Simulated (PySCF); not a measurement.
**Bond curve of CaTe**

Set-up: PySCF, scalar-relativistic core potentials, basis sets Ca def2-SVP, Te def2-SVP with ECP28. Energies in eV from Ca + Te in their ground configurations at the same level. State: ¹Σ⁺ (singlet), closed shell.

All columns are PBE. A positive dipole means Ca(−)Te(+).

```json
{"R (Å)": "2.284", "E (eV)": "-1.850", "μ (D)": "-7.75", "Mulliken charge on Ca (basis-dependent)": "0.47", "HOMO (eV)": "-4.33", "LUMO (eV)": "-2.53", "Mayer bond order": "2.37", "⟨S²⟩": "0.00"}
{"R (Å)": "2.390", "E (eV)": "-2.468", "μ (D)": "-8.23", "Mulliken charge on Ca (basis-dependent)": "0.46", "HOMO (eV)": "-4.16", "LUMO (eV)": "-2.65", "Mayer bond order": "2.34", "⟨S²⟩": "0.00"}
{"R (Å)": "2.497", "E (eV)": "-2.810", "μ (D)": "-8.62", "Mulliken charge on Ca (basis-dependent)": "0.45", "HOMO (eV)": "-4.02", "LUMO (eV)": "-2.78", "Mayer bond order": "2.32", "⟨S²⟩": "0.00"}
{"R (Å)": "2.576", "E (eV)": "-2.934", "μ (D)": "-8.88", "Mulliken charge on Ca (basis-dependent)": "0.44", "HOMO (eV)": "-3.92", "LUMO (eV)": "-2.87", "Mayer bond order": "2.30", "⟨S²⟩": "0.00"}
{"R (Å)": "2.656", "E (eV)": "-2.971", "μ (D)": "-9.10", "Mulliken charge on Ca (basis-dependent)": "0.44", "HOMO (eV)": "-3.84", "LUMO (eV)": "-2.96", "Mayer bond order": "2.27", "⟨S²⟩": "0.00"}
{"R (Å)": "2.736", "E (eV)": "-2.944", "μ (D)": "-9.29", "Mulliken charge on Ca (basis-dependent)": "0.44", "HOMO (eV)": "-3.78", "LUMO (eV)": "-3.05", "Mayer bond order": "2.24", "⟨S²⟩": "0.00"}
{"R (Å)": "2.842", "E (eV)": "-2.833", "μ (D)": "-9.50", "Mulliken charge on Ca (basis-dependent)": "0.43", "HOMO (eV)": "-3.70", "LUMO (eV)": "-3.16", "Mayer bond order": "2.20", "⟨S²⟩": "0.00"}
{"R (Å)": "2.975", "E (eV)": "-2.616", "μ (D)": "-9.71", "Mulliken charge on Ca (basis-dependent)": "0.44", "HOMO (eV)": "-3.63", "LUMO (eV)": "-3.29", "Mayer bond order": "2.14", "⟨S²⟩": "0.00"}
{"R (Å)": "3.134", "E (eV)": "-2.291", "μ (D)": "-9.88", "Mulliken charge on Ca (basis-dependent)": "0.44", "HOMO (eV)": "-3.57", "LUMO (eV)": "-3.43", "Mayer bond order": "2.07", "⟨S²⟩": "0.00"}
{"R (Å)": "3.347", "E (eV)": "-1.823", "μ (D)": "-10.02", "Mulliken charge on Ca (basis-dependent)": "0.44", "HOMO (eV)": "-3.53", "LUMO (eV)": "-3.60", "Mayer bond order": "1.95", "⟨S²⟩": "0.00"}
```

A fit through these points gives, at Re = 2.659 Å, μ = -9.10 D and dμ/dR = -2.57 D/Å; the reduced mass is 30.56 u.

**Question.** How strong is the fundamental in the double-harmonic approximation, I = 42.26·(dμ/dR)²/μred km/mol?

**Answer.** I = 42.26·(-2.57)²/30.56 = 9.13 km/mol at PBE.

These are scalar-relativistic numbers at best; spin–orbit coupling would shift them, the dissociation energy most.

At some distances an empty level lies below a filled one, because the occupation is held.
